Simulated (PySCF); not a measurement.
CH2, charge +1, doublet, geometry from GFN2-xTB (a state made from the parent by changing its charge; the spin is typed, not shown lowest); CAMB3LYP/def2-TZVP run with PySCF.

Input for PySCF:
```python
from pyscf import gto, scf, dft

mol = gto.Mole()
mol.atom = '''
    C     0.00000000    0.00000000    0.00000000
    H    -0.00000000   -0.00000000   -1.11194657
    H     0.00000000    0.00000000    1.11194657
'''
mol.basis = 'def2-tzvp'
mol.charge = 1
mol.spin = 1
mol.verbose = 4
mol.build()

mf = dft.UKS(mol)
mf.xc = 'camb3lyp'
mf.kernel()
mf.analyze()
```

Problem. Write the output that PySCF gives for this input, abridged.

Solution. 
```
PySCF version 2.14.0

[INPUT] verbose = 4
[INPUT] num. atoms = 3
[INPUT] num. electrons = 7
[INPUT] charge = 1
[INPUT] spin (= nelec alpha-beta = 2S) = 1
[INPUT] symmetry False subgroup None
[INPUT] Mole.unit = angstrom
[INPUT] Symbol           X                Y                Z      unit          X                Y                Z       unit  Magmom
[...]
nuclear repulsion = 5.94877066485308
number of shells = 19
number of NR pGTOs = 62
number of NR cGTOs = 43
basis = def2-tzvp
ecp = {}

******** <class 'pyscf.dft.uks.UKS'> ********
method = UKS
initial guess = minao
damping factor = 0
level_shift factor = 0
DIIS = <class 'pyscf.scf.diis.CDIIS'>
diis_start_cycle = 1
diis_space = 8
diis_damp = 0
SCF conv_tol = 1e-09
SCF conv_tol_grad = None
SCF max_cycles = 50
direct_scf = True
direct_scf_tol = 1e-13
number electrons alpha = 4  beta = 3
XC library pyscf.dft.libxc version 7.1.2
    S. Lehtola, C. Steigemann, M. J. T. Oliveira, and M. A. L. Marques,  SoftwareX 7, 1–5 (2018)
XC functionals = camb3lyp
    T. Yanai, D. P. Tew, and N. C. Handy,  Chem. Phys. Lett. 393, 51 (2004)
radial grids:
    Treutler-Ahlrichs [JCP 102, 346 (1995); DOI:10.1063/1.469408] (M4) radial grids

becke partition: Becke, JCP 88, 2547 (1988); DOI:10.1063/1.454033
pruning grids: <function nwchem_prune>
grids dens level: 3
symmetrized grids: False
atomic radii adjust function: <function treutler_atomic_radii_adjust>
small_rho_cutoff = 0
Set gradient conv threshold to 3.16228e-05
tot grids = 33736
init E= -38.9129660949127

cycle= 1 E= -38.6943399621731  delta_E= 0.219  |g|= 0.272  |ddm|= 0.755
cycle= 2 E= -38.7431535702812  delta_E= -0.0488  |g|= 0.142  |ddm|= 0.325
cycle= 3 E= -38.7525680359796  delta_E= -0.00941  |g|= 0.0133  |ddm|= 0.102
cycle= 4 E= -38.75276495054  delta_E= -0.000197  |g|= 0.0033  |ddm|= 0.0227
cycle= 5 E= -38.7527807637075  delta_E= -1.58e-05  |g|= 0.000885  |ddm|= 0.00516
cycle= 6 E= -38.7527819115146  delta_E= -1.15e-06  |g|= 0.000123  |ddm|= 0.00149
cycle= 7 E= -38.7527819315422  delta_E= -2e-08  |g|= 1.24e-05  |ddm|= 0.000198
cycle= 8 E= -38.7527819317326  delta_E= -1.9e-10  |g|= 1.11e-06  |ddm|= 2.34e-05
Extra cycle  E= -38.7527819317354  delta_E= -2.78e-12  |g|= 6.25e-07  |ddm|= 1.99e-06
converged SCF energy = -38.7527819317354  <S^2> = 0.75438748  2S+1 = 2.0043827
**** SCF Summaries ****
Total Energy =                         -38.752781931735377
Nuclear Repulsion Energy =               5.948770664853078
[...]
**** MO energy ****
                             alpha | beta                alpha | beta
[...]
To work with the spin densities directly, `use mulliken_meta_spin()` only printing them here.

 ** Mulliken spin pop alpha/beta on meta-lowdin orthogonal AOs **
 ** Mulliken Spin Density (per AO)  **
spin_pop of  0 C 1s       -0.00001
spin_pop of  0 C 2s        0.05060
spin_pop of  0 C 3s        0.00010
spin_pop of  0 C 4s       -0.00002
spin_pop of  0 C 5s        0.00000
spin_pop of  0 C 2px       0.21378
spin_pop of  0 C 2py       0.78494
spin_pop of  0 C 2pz       0.02147
spin_pop of  0 C 3px       0.00013
spin_pop of  0 C 3py       0.00048
spin_pop of  0 C 3pz       0.00007
spin_pop of  0 C 4px       0.00000
spin_pop of  0 C 4py       0.00000
spin_pop of  0 C 4pz       0.00008
spin_pop of  0 C 3dxy     -0.00012
spin_pop of  0 C 3dyz      0.00000
spin_pop of  0 C 3dz^2    -0.00105
spin_pop of  0 C 3dxz      0.00000
spin_pop of  0 C 3dx2-y2   -0.00006
spin_pop of  0 C 4dxy      0.00000
spin_pop of  0 C 4dyz      0.00000
spin_pop of  0 C 4dz^2    -0.00002
spin_pop of  0 C 4dxz     -0.00000
spin_pop of  0 C 4dx2-y2    0.00000
spin_pop of  0 C 4f-3      0.00000
spin_pop of  0 C 4f-2     -0.00002
spin_pop of  0 C 4f-1      0.00012
spin_pop of  0 C 4f+0     -0.00034
spin_pop of  0 C 4f+1      0.00003
spin_pop of  0 C 4f+2     -0.00001
spin_pop of  0 C 4f+3      0.00000
spin_pop of  1 H 1s       -0.03477
spin_pop of  1 H 2s       -0.00040
spin_pop of  1 H 3s        0.00006
spin_pop of  1 H 2px       0.00006
spin_pop of  1 H 2py       0.00020
spin_pop of  1 H 2pz      -0.00022
spin_pop of  2 H 1s       -0.03477
spin_pop of  2 H 2s       -0.00040
spin_pop of  2 H 3s        0.00006
spin_pop of  2 H 2px       0.00006
spin_pop of  2 H 2py       0.00020
spin_pop of  2 H 2pz      -0.00022
 ** Mulliken Spin Density (per atom)  **
spin density of  0 C =      1.07015
spin density of  1 H =     -0.03508
spin density of  2 H =     -0.03508
 ** Mulliken pop alpha/beta on meta-lowdin orthogonal AOs **
 ** Mulliken pop       alpha | beta **
In total             4.00000 | 3.00000
 ** Mulliken atomic charges   ( Nelec_alpha | Nelec_beta ) **
charge of  0C =      0.39801  (     3.33607      2.26592 )
charge of  1H =      0.30100  (     0.33196      0.36704 )
charge of  2H =      0.30100  (     0.33196      0.36704 )

WARN: System has nonzero charge 1; the dipole moment is origin-dependent.
Location of origin: [0. 0. 0.]

Dipole moment(X, Y, Z, Debye):  0.00000,  0.00000, -0.00000
```
